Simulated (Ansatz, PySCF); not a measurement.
Species: hydrogen telluride, H2Te (charge 0, singlet). SMILES: [TeH2]
Geometry: optimised at B3LYP-D3(BJ)/def2-TZVP (Ansatz, an electronic-structure program).

Quantity: vertical ionisation energy (to the doublet state of charge +1; each state is the SCF solution reached for its spin), in eV. Cores are frozen in the correlated levels unless marked. Open shells are spin-unrestricted. Spin-orbit coupling is left out. The frozen core is the preceding noble-gas configuration, with the filled d and f shells of earlier blocks. Past Kr the def2 sets carry scalar-relativistic core potentials. CBS(X,Y): correlation extrapolated as X^-3; Hartree-Fock from the larger set.

```tsv
level	program	vertical ionisation energy (eV)	minus last row
SVWN5/def2-TZVPD	Ansatz	9.21	0.12
PBE0/def2-TZVPD	Ansatz	8.98	-0.11
M06-2X/def2-TZVPD	PySCF	8.77	-0.32
CAM-B3LYP/def2-TZVPD	Ansatz	9.06	-0.03
CCSD/def2-SVPD	Ansatz	8.71	-0.38
CCSD/CBS(def2-TZVPPD,def2-QZVPPD)	Ansatz	9.02	-0.07
CCSD(T)/CBS(def2-TZVPPD,def2-QZVPPD)	Ansatz	9.09	0.00
```

For comparison, minus the highest occupied orbital energy (PySCF): 6.63 eV at PW6B95/def2-TZVPD, 7.13 eV at MN15/def2-TZVPD, 5.54 eV at PBE/def2-TZVPD.
